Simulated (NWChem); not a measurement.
System: C$_{2}$H$_{2}$FI; SMILES F/C=C\I

The following NWChem deck was run.

```
start job
memory heap 200 mb stack 900 mb global 1100 mb
geometry units angstroms noautoz
  F     -0.853488     2.374456     0.000000
  C      0.462925     2.155484     0.000000
  C      1.021757     0.936538     0.000000
  I     -0.091455    -0.838070     0.000000
  H      1.060959     3.083730     0.000000
  H      2.113563     0.819570     0.000000
end
basis spherical
  * library 6-311g**
end
dft
  xc pbe0
  iterations 150
  mulliken
end
task dft energy
```

Parts of the log:

```
             Northwest Computational Chemistry Package (NWChem) 7.3.0
             --------------------------------------------------------

 CS  symmetry detected

                             Geometry "geometry" -> ""
                             -------------------------

 Output coordinates in angstroms (scale by  1.889725989 to convert to a.u.)

  No.       Tag          Charge          X              Y              Z
 ---- ---------------- ---------- -------------- -------------- --------------
    1 F                    9.0000    -0.83671766     2.38609918     0.00000000
    2 C                    6.0000     0.47868018     2.16110927     0.00000000
    3 C                    6.0000     1.03193186     0.93962037     0.00000000
    4 I                   53.0000    -0.08938411    -0.82987814     0.00000000
    5 H                    1.0000     1.08095297     3.08661064     0.00000000
    6 H                    1.0000     2.12319153     0.81766056     0.00000000

 Effective nuclear repulsion energy (a.u.)     289.5015149633

      Symmetry information
      --------------------

 Group name             Cs
 Group number              2
 Group order               2
 No. of unique centers     6

                                 NWChem DFT Module
                                 -----------------

 Summary of "ao basis" -> "ao basis" (spherical)
 ------------------------------------------------------------------------------
       Tag                 Description            Shells   Functions and Types
 ---------------- ------------------------------  ------  ---------------------
 F                          6-311g**                 8       18   4s3p1d
 C                          6-311g**                 8       18   4s3p1d
 I                          6-311g**                24       62   10s9p5d
 H                          6-311g**                 4        6   3s1p

      Symmetry analysis of basis
      --------------------------

        a'         92
        a"         36

            General Information
            -------------------
          SCF calculation type: DFT
          Wavefunction type:  closed shell.
          No. of atoms     :     6
          No. of electrons :    76
           Alpha electrons :    38
            Beta electrons :    38
          Charge           :     0
          Spin multiplicity:     1
          Use of symmetry is: on ; symmetry adaption is: on
          Maximum number of iterations: 150
          AO basis - number of functions:   128
                     number of shells:    56
          Convergence on energy requested:  1.00D-06
          Convergence on density requested:  1.00D-05
          Convergence on gradient requested:  5.00D-04

              XC Information
              --------------
                         PBE0 Method XC Functional
                     Hartree-Fock (Exact) Exchange  0.250
          PerdewBurkeErnzerhof Exchange Functional  0.750
            Perdew 1991 LDA Correlation Functional  1.000 local
           PerdewBurkeErnz. Correlation Functional  1.000 non-local

             Grid Information
             ----------------
          Grid used for XC integration:  medium
          Radial quadrature: Mura-Knowles
          Angular quadrature: Lebedev.
          Tag              B.-S. Rad. Rad. Pts. Rad. Cut. Ang. Pts.
          ---              ---------- --------- --------- ---------
          F                   0.50       49          10.0       434
          C                   0.70       49          10.0       434
          I                   1.40      123          11.0       590
          H                   0.35       45          12.0       434
          Grid pruning is: on
          Number of quadrature shells:   360
          Spatial weights used:  Erf1

      Superposition of Atomic Density Guess
      -------------------------------------

 Sum of atomic energies:       -7092.55698335

      Non-variational initial energy
      ------------------------------

 Total energy =   -7093.938858
 1-e energy   =  -10325.169097
 2-e energy   =    2941.728724
 HOMO         =      -0.257525
 LUMO         =      -0.000721

      Symmetry analysis of molecular orbitals - initial
      -------------------------------------------------

  Numbering of irreducible representations:

     1 a'          2 a"

  Orbital symmetries:

     1 a'          2 a'          3 a'          4 a'          5 a"
     6 a'          7 a'          8 a'          9 a"         10 a'
    11 a'         12 a'         13 a"         14 a'         15 a"
    16 a'         17 a'         18 a'         19 a'         20 a'
    21 a"         22 a'         23 a'         24 a"         25 a'
    26 a"         27 a'         28 a'         29 a'         30 a'
    31 a'         32 a"         33 a'         34 a'         35 a'
    36 a"         37 a'         38 a"         39 a'         40 a"
    41 a'         42 a'         43 a'         44 a'         45 a"
    46 a'         47 a'         48 a'

     ---------------------------------------------
      Total Density - Mulliken Population Analysis
     ---------------------------------------------

    Atom       Charge   Shell Charges
 -----------   ------   -------------------------------------------------------
    1 F    9     9.36   1.08  0.92  1.18  1.10  2.47  0.84  1.78  0.00
    2 C    6     5.58   1.10  0.89  0.47  0.78  1.25  0.41  0.57  0.10
    3 C    6     6.34   1.10  0.89  0.53  0.80  1.40  0.53  1.05  0.04
    4 I   53    53.07   0.94  1.00  1.05  0.92  0.95  1.06  0.98  1.07  1.31  0.64  5.02  1.20  3.37  2.34  3.00  2.96  1.09  2.80  1.34  6.22  3.85  4.88  4.85  0.24
    5 H    1     0.85   0.23  0.46  0.14  0.02
    6 H    1     0.79   0.23  0.43  0.11  0.02

   convergence    iter        energy       DeltaE   RMS-Dens  Diis-err
 ---------------- ----- ----------------- --------- --------- ---------
 d= 0,ls=0.0,diis     1  -7096.1030395756 -7.39D+03  7.78D-03  5.03D+00
 d= 0,ls=0.0,diis     2  -7096.0938826841  9.16D-03  7.91D-03  8.39D-01
 d= 0,ls=0.0,diis     3  -7096.0881864028  5.70D-03  3.89D-03  9.33D-01
 d= 0,ls=0.0,diis     4  -7096.1797469320 -9.16D-02  5.27D-04  1.13D-02
 d= 0,ls=0.0,diis     5  -7096.1804031657 -6.56D-04  2.85D-04  2.72D-03
  Resetting Diis
 d= 0,ls=0.0,diis     6  -7096.1807235228 -3.20D-04  6.90D-05  2.85D-04
 d= 0,ls=0.0,diis     7  -7096.1807523149 -2.88D-05  2.02D-05  2.89D-06
 d= 0,ls=0.0,diis     8  -7096.1807522546  6.03D-08  1.07D-05  3.59D-06
 d= 0,ls=0.0,diis     9  -7096.1807526137 -3.59D-07  1.07D-06  1.01D-07

         Total DFT energy =    -7096.180752613707
      One electron energy =   -10328.828890327653
           Coulomb energy =     3141.107662132839
    Exchange-Corr. energy =     -197.961039382180
 Nuclear repulsion energy =      289.501514963288

 Numeric. integr. density =       75.999997202927

                  Occupations of the irreducible representations
                  ----------------------------------------------

                     irrep           alpha         beta
                     --------     --------     --------
                     a'               28.0         28.0
                     a"               10.0         10.0

                       DFT Final Molecular Orbital Analysis
                       ------------------------------------

 Vector   36  Occ=2.000000D+00  E=-3.338782D-01  Symmetry=a"
              MO Center=  4.0D-01,  6.1D-01, -5.3D-16, r^2= 2.9D+00
   Bfn.  Coefficient  Atom+Function         Bfn.  Coefficient  Atom+Function
  ----- ------------  ---------------      ----- ------------  ---------------
    88      0.341448  4 I  pz                45      0.248785  3 C  pz
    49      0.248853  3 C  pz                85      0.165113  4 I  pz
    13     -0.162125  1 F  pz                27      0.162471  2 C  pz
    41      0.156908  3 C  pz                79     -0.155918  4 I  pz
     9     -0.154754  1 F  pz                91      0.153853  4 I  pz

 Vector   37  Occ=2.000000D+00  E=-2.822275D-01  Symmetry=a'
              MO Center= -4.3D-02, -7.7D-01,  3.2D-15, r^2= 2.2D+00
   Bfn.  Coefficient  Atom+Function         Bfn.  Coefficient  Atom+Function
  ----- ------------  ---------------      ----- ------------  ---------------
    86      0.491267  4 I  px                87     -0.295232  4 I  py
    89      0.280880  4 I  px                83      0.245184  4 I  px
    77     -0.224338  4 I  px                80     -0.216859  4 I  px
    90     -0.166262  4 I  py                84     -0.145096  4 I  py
    28      0.134629  2 C  s                 78      0.133562  4 I  py

 Vector   38  Occ=2.000000D+00  E=-2.596977D-01  Symmetry=a"
              MO Center=  1.5D-01,  1.6D-01,  1.0D-12, r^2= 3.7D+00
   Bfn.  Coefficient  Atom+Function         Bfn.  Coefficient  Atom+Function
  ----- ------------  ---------------      ----- ------------  ---------------
    88      0.462774  4 I  pz                91      0.291766  4 I  pz
    85      0.227112  4 I  pz                27     -0.207921  2 C  pz
    79     -0.208664  4 I  pz                82     -0.200342  4 I  pz
    31     -0.176568  2 C  pz                49     -0.175735  3 C  pz
    45     -0.166683  3 C  pz                13      0.140194  1 F  pz

 Vector   39  Occ=0.000000D+00  E=-3.226732D-02  Symmetry=a'
              MO Center=  1.7D-01, -3.2D-01,  1.3D-14, r^2= 4.0D+00
   Bfn.  Coefficient  Atom+Function         Bfn.  Coefficient  Atom+Function
  ----- ------------  ---------------      ----- ------------  ---------------
    46      0.844934  3 C  s                 90     -0.651956  4 I  py
    64     -0.500951  4 I  s                 48     -0.469319  3 C  py
    89     -0.411727  4 I  px                87     -0.349313  4 I  py
    63     -0.225676  4 I  s                 47     -0.215389  3 C  px
    86     -0.211333  4 I  px                44     -0.208327  3 C  py

 Vector   40  Occ=0.000000D+00  E=-8.282211D-03  Symmetry=a"
              MO Center=  6.4D-01,  1.5D+00, -4.5D-13, r^2= 2.5D+00
   Bfn.  Coefficient  Atom+Function         Bfn.  Coefficient  Atom+Function
  ----- ------------  ---------------      ----- ------------  ---------------
    49     -0.628909  3 C  pz                31      0.619262  2 C  pz
    27      0.332505  2 C  pz                45     -0.263864  3 C  pz
    23      0.213102  2 C  pz                13     -0.202199  1 F  pz
    41     -0.183114  3 C  pz                91      0.154172  4 I  pz
     9     -0.125399  1 F  pz                88      0.115557  4 I  pz

 Vector   41  Occ=0.000000D+00  E= 5.357845D-02  Symmetry=a'
              MO Center=  1.8D+00,  2.0D+00,  1.9D-14, r^2= 4.8D+00
   Bfn.  Coefficient  Atom+Function         Bfn.  Coefficient  Atom+Function
  ----- ------------  ---------------      ----- ------------  ---------------
   125      1.235944  6 H  s                119      1.207836  5 H  s
    28     -0.922105  2 C  s                 46     -0.724340  3 C  s
    47     -0.500955  3 C  px                29     -0.395511  2 C  px
    30     -0.314206  2 C  py                48      0.261477  3 C  py
    63     -0.148680  4 I  s                 10     -0.125737  1 F  s

     ---------------------------------------------
      Total Density - Mulliken Population Analysis
     ---------------------------------------------

    Atom       Charge   Shell Charges
 -----------   ------   -------------------------------------------------------
    1 F    9     9.19   1.08  0.92  1.17  1.09  2.34  0.86  1.72  0.01
    2 C    6     5.80   1.10  0.89  0.60  0.78  1.44  0.36  0.53  0.12
    3 C    6     6.42   1.10  0.89  0.60  0.76  1.48  0.54  1.01  0.05
    4 I   53    52.91   0.94  1.00  1.04  0.93  0.93  1.08  0.99  1.07  1.38  0.59  5.02  1.20  3.34  2.36  3.01  2.94  1.11  2.75  1.18  6.22  3.85  4.88  4.82  0.28
    5 H    1     0.86   0.26  0.50  0.08  0.03
    6 H    1     0.81   0.26  0.47  0.06  0.03

     -------------------------------------------
      Total Density - Lowdin Population Analysis
     -------------------------------------------

    Atom       Charge   Shell Charges
 -----------   ------   -------------------------------------------------------
    1 F    9     8.97   1.03  0.96  1.18  0.99  2.32  0.72  1.77  0.01
    2 C    6     5.99   1.05  0.92  0.59  0.53  1.38  0.34  0.92  0.25
    3 C    6     6.24   1.05  0.93  0.59  0.55  1.44  0.39  1.20  0.10
    4 I   53    52.84   1.04  0.97  1.06  0.92  0.91  1.03  0.88  1.16  1.03  0.80  4.82  1.77  2.93  2.49  2.69  2.91  1.45  2.43  1.50  6.13  4.00  4.68  4.77  0.49
    5 H    1     0.99   0.27  0.45  0.20  0.07
    6 H    1     0.97   0.26  0.44  0.19  0.08

     Multipole analysis of the density
     ---------------------------------

     L   x y z        total         alpha         beta         nuclear
     -   - - -        -----         -----         ----         -------
     0   0 0 0     -0.000000    -38.000000    -38.000000     76.000000

     1   1 0 0      0.677553      0.338777      0.338777     -0.000000
     1   0 1 0      0.405947      0.202973      0.202973     -0.000000
     1   0 0 1      0.000000      0.000000      0.000000      0.000000

     2   2 0 0    -31.856129    -51.933003    -51.933003     72.009878
     2   1 1 0      3.756404     -3.585821     -3.585821     10.928046
     2   1 0 1     -0.000000     -0.000000     -0.000000      0.000000
     2   0 2 0    -30.137226   -249.433307   -249.433307    468.729388
     2   0 1 1     -0.000000     -0.000000     -0.000000      0.000000
     2   0 0 2    -34.948641    -17.474320    -17.474320      0.000000
```

Level: PBE0/6-311G** (spherical d), non-relativistic. Structure relaxed at the PBE-D3(BJ)/def2-SVP (def2 core potentials past Kr) level.
